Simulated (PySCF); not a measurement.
Species: FH9OSi4.
Geometry (GFN2-xTB, Å), atoms numbered from 1 in this order:
```
atom  x, y, z in Å
F1     3.291   -1.287    0.032
Si2    1.771   -1.728    0.390
Si3    0.469   -0.090   -0.575
Si4    0.769    2.153   -0.052
O5    -1.039   -0.526   -0.102
Si6   -2.640   -0.385    0.054
H7     1.804   -1.805    1.853
H8     1.721   -3.105   -0.106
H9     0.433   -0.253   -2.049
H10    0.784    2.410    1.396
H11   -0.270    3.041   -0.595
H12    2.049    2.647   -0.570
H13   -3.197   -0.028   -1.248
H14   -3.071   -1.703    0.511
H15   -2.879    0.668    1.039
```

Computed, not measured: PySCF, TDDFT wB97X-D/def2-SVPD, vertical, gas phase, core orbitals frozen in the response.

Transition dipole moments from the ground state, in atomic units and in the frame of the coordinates above (overall signs are arbitrary), for the states with f of 0.002 or more among the lowest 7:

```tsv
state	E (eV)	μx	μy	μz
S1	5.465	-0.200	0.691	-0.148
S2	6.002	0.040	-0.021	-0.192
S3	6.640	-0.087	0.765	-0.068
S4	7.118	-0.052	-0.135	0.015
S5	7.196	0.106	0.113	-0.045
S6	7.362	-0.085	0.204	0.490
S7	7.453	-0.006	0.495	0.126
```

Problem. What oscillator strength does each state have?

Solution. f = (2/3) ΔE |μ|² with ΔE in hartree (27.2114 eV).

```csv
state,|μ|² (au),|μ| (D),f
S1,0.539,1.87,0.072
S2,0.039,0.50,0.006
S3,0.597,1.96,0.097
S4,0.021,0.37,0.004
S5,0.026,0.41,0.005
S6,0.289,1.37,0.052
S7,0.261,1.30,0.048
```

Problem. Which bond between heavy atoms lies closest to the direction of the S3 transition dipole?

Solution. Si3–Si4, at 23° from it; next Si2–Si3 at 36°.

Problem. What angle do the transition dipoles of S3 and S7 make?

Solution. |cos θ| = |μa·μb| / (|μa| |μb|) = 0.94, so θ ≈ 20° (taken between 0 and 90°, since the signs are arbitrary).

Problem. What peak molar absorption coefficient would the strongest computed level give as a lone Gaussian band 0.4 eV wide at half height?

Solution. ε(max) = 2.175×10⁸ f / FWHM, with the width in cm⁻¹. S3: 2.175×10⁸ × 0.0971 / 3226 ≈ 6500 L mol⁻¹ cm⁻¹.

One conformer stands for the species.
